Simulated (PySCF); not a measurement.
Isomers of C2H10N2OSi2, one GFN2-xTB conformer each. Single-point energies are computed at PBE0/pcSseg-1 (PySCF, gas phase, no added dispersion term), electronic only.

Question: Rank them by PBE0/pcSseg-1 energy, lowest first (kcal/mol).
A. `[CH3:1][C:2](=[O:3])[NH:4][SiH2:5][SiH2:6][NH2:7]` with C1–C2–N4–Si5 180°, C2–N4–Si5–Si6 63°, N4–Si5–Si6–N7 -24°, Si5–Si6–N7–H -38° and -176°
B. `[CH3:1][CH2:2][O:3][SiH:4]1[NH:5][SiH2:6][NH:7]1` with C1–C2–O3–Si4 -179°, C2–O3–Si4–N5 -168°, O3–Si4–N5–Si6 -126°, Si4–N5–Si6–N7 8°, N5–Si6–N7–Si4 -8°, O3–Si4–N7–Si6 117°

Answer: B (0.0), A (32.6).

As drawn, the lower has a four-membered ring and an Si–O bond, which the higher lacks; the higher has a C=O bond, a C(=O)–N unit and an Si–Si bond, which the lower lacks. GFN2-xTB itself gives, in the same order: 0.0, 38.4. Both levels put the same isomer lowest.

Which frontier levels, dipoles and rotational constants go with these structures?

```csv
SMILES,"HOMO (eV, PBE0/pcSseg-1)",LUMO (eV),dipole (D),"A, B, C (MHz)"
CCO[SiH]1N[SiH2]N1,-6.79,0.29,1.35,"5642, 851.9, 828.1"
CC(=O)N[SiH2][SiH2]N,-7.03,-0.29,2.71,"2773, 1181, 929.9"
```
